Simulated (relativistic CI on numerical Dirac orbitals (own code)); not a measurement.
**Radial parameters of Cd7+**

Computed by Dirac-Coulomb-Breit CI, separate exchange-only KLI orbitals for each configuration, QED by a radiative potential, unscaled Slater integrals (own radial code, finite nucleus).

Slater integrals F^k, G^k are unscaled and averaged over j, outside the closed core [Ar] 3d10; ζ comes from projecting the Hamiltonian with its Breit term on Σ l·s of the shell.

- 4s²4p⁶4d⁵: F^2(4d,4d) = 96744, F^4(4d,4d) = 64649, ζ(4d) = 2969.5 cm⁻¹; <r>(4d) = 1.051, <r^2>(4d) = 1.273 (bohr units).
- 4s²4p⁶4d⁴5s: F^2(4d,4d) = 98097, F^4(4d,4d) = 65622, ζ(4d) = 3102, G^2(4d,5s) = 18264 cm⁻¹; <r>(4d) = 1.036, <r^2>(4d) = 1.237, <r>(5s) = 1.827, <r^2>(5s) = 3.719 (bohr units).
- 4s²4p⁶4d⁴4f: F^2(4d,4d) = 97357, F^4(4d,4d) = 65077, ζ(4d) = 3055.4, F^2(4d,4f) = 74473, F^4(4d,4f) = 47259, G^1(4d,4f) = 89012, G^3(4d,4f) = 54839, G^5(4d,4f) = 38514, ζ(4f) = -9.5813 cm⁻¹; <r>(4d) = 1.044, <r^2>(4d) = 1.256, <r>(4f) = 1.467, <r^2>(4f) = 2.551 (bohr units).

(1) Give the Racah parameters of the d shell in 4s²4p⁶4d⁵.

In this model ζ of a weakly bound d, f or g electron outside closed shells comes out too small, for d by up to a factor of two or three and at times with the wrong sign; that of an outer p electron is too small as well.

Averages of the first 10 configurations, taken without configuration mixing, which lowers the lowest level and can move excited configurations by several eV; other configurations of the list can lie among them:

```json
{"Configuration": "4s²4p⁶4d⁵", "Parity": "even", "States": "252", "Average energy above the lowest level (eV)": "8.1"}
{"Configuration": "4s²4p⁶4d⁴5s", "Parity": "even", "States": "420", "Average energy above the lowest level (eV)": "44.6"}
{"Configuration": "4s²4p⁶4d⁴4f", "Parity": "odd", "States": "2940", "Average energy above the lowest level (eV)": "69.2"}
{"Configuration": "4s²4p⁵4d⁶", "Parity": "odd", "States": "1260", "Average energy above the lowest level (eV)": "73.7"}
{"Configuration": "4s²4p⁶4d⁴5p", "Parity": "odd", "States": "1260", "Average energy above the lowest level (eV)": "57.1"}
{"Configuration": "4s4p⁶4d⁶", "Parity": "even", "States": "420", "Average energy above the lowest level (eV)": "119.7"}
{"Configuration": "4s²4p⁶4d³5s5p", "Parity": "odd", "States": "1440", "Average energy above the lowest level (eV)": "96.5"}
{"Configuration": "4s²4p⁶4d³4f5s", "Parity": "odd", "States": "3360", "Average energy above the lowest level (eV)": "107.9"}
{"Configuration": "4s²4p⁶4d⁴6s", "Parity": "even", "States": "420", "Average energy above the lowest level (eV)": "84.7"}
{"Configuration": "4s²4p⁶4d³5s²", "Parity": "even", "States": "120", "Average energy above the lowest level (eV)": "85.0"}
```

## Answers

(1) B = F²/49 − 5F⁴/441 = 1241 cm⁻¹ and C = 35F⁴/441 = 5131 cm⁻¹.
